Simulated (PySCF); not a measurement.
**Correlation energy of P (phosphorus, neutral)**

[Ne] 3s1 3p3 4s1, high-spin 6S determinant (an excited configuration). All numbers are calculated (PySCF 2.14, scalar relativity by spin-free X2C-1e, in x2c-QZVPPall with one added diffuse shell each of s, p, d, f type (10s7p5d3f1g, 86 functions)). Frozen: 1s2; 13 electrons correlated.

| level | correlation energy (mhartree) |
| --- | --- |
| CCSD | -224.88 |
| (T) | -2.36 |
| CCSD(T) | -227.24 |

Diagnostics: T1 = 0.0065, D1 = 0.0320, largest double amplitude 0.031.

The outer electron is Rydberg-like, and this basis confines it to a smaller radius and binds it less than a complete one would.

Cost of the coupled-cluster step: roughly 60 core-seconds, for 13 correlated electrons.

Iterations:

```
CC2 = 0
CCSD nocc = (np.int64(9), np.int64(4)), nmo = (85, 85)
frozen orbitals [[0], [0]]
max_cycle = 100
direct = 0
conv_tol = 1e-08
conv_tol_normt = 1e-06
diis_space = 8
diis_start_cycle = 0
Init t2, MP2 energy = -0.213644120475645
Init E_corr(UCCSD) = -0.21364412049197
cycle = 1  E_corr(UCCSD) = -0.221667200723807  dE = -0.00802308023  norm(t1,t2) = 0.0364965
cycle = 2  E_corr(UCCSD) = -0.224048819273549  dE = -0.00238161855  norm(t1,t2) = 0.0124544
cycle = 3  E_corr(UCCSD) = -0.224941780976921  dE = -0.000892961703  norm(t1,t2) = 0.00500906
cycle = 4  E_corr(UCCSD) = -0.224885219806208  dE = 5.65611707e-05  norm(t1,t2) = 0.000694829
cycle = 5  E_corr(UCCSD) = -0.22487703076996  dE = 8.18903625e-06  norm(t1,t2) = 9.45666e-05
cycle = 6  E_corr(UCCSD) = -0.224879165826249  dE = -2.13505629e-06  norm(t1,t2) = 1.62108e-05
cycle = 7  E_corr(UCCSD) = -0.224879061814321  dE = 1.04011928e-07  norm(t1,t2) = 2.12517e-06
cycle = 8  E_corr(UCCSD) = -0.224879038248143  dE = 2.35661778e-08  norm(t1,t2) = 3.5579e-07
cycle = 9  E_corr(UCCSD) = -0.224879039842203  dE = -1.59406013e-09  norm(t1,t2) = 7.89439e-08
UCCSD converged
E(UCCSD) = -341.3698118976657  E_corr = -0.224879039842203
UCCSD(T) correction = -0.00235584020357354
```

This basis was not built for core-valence correlation, so the inner-shell part is incomplete.
